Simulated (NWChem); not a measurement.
**Electron attachment to bromine (Br₂)**

```xyz
2

Br     0.0000     0.0000     1.1492
Br     0.0000     0.0000    -1.1492
```
Charge 0, spin multiplicity 1.

Everything below was run with NWChem. Structure: optimised with PBE0/def2-SVP, a minimum by its harmonic frequencies.

Basis set: def2-TZVPD. −ε marks an orbital energy of the parent. The basis adds only a small set of diffuse functions.

The Hamiltonian is non-relativistic. B3LYP has NWChem's definition, with VWN1-RPA local correlation.

Question: For the vertical electron affinity, −ε(LUMO) of HF gives 0.18 eV and −ε(LUMO) of B3LYP gives 3.92 eV. What do −ε(LUMO) of M06-2X, −ε(LUMO) of BLYP, −ε(LUMO) of PBE give?

Answer: −ε(LUMO) of M06-2X: 2.70 eV; −ε(LUMO) of BLYP: 4.47 eV; −ε(LUMO) of PBE: 4.58 eV.
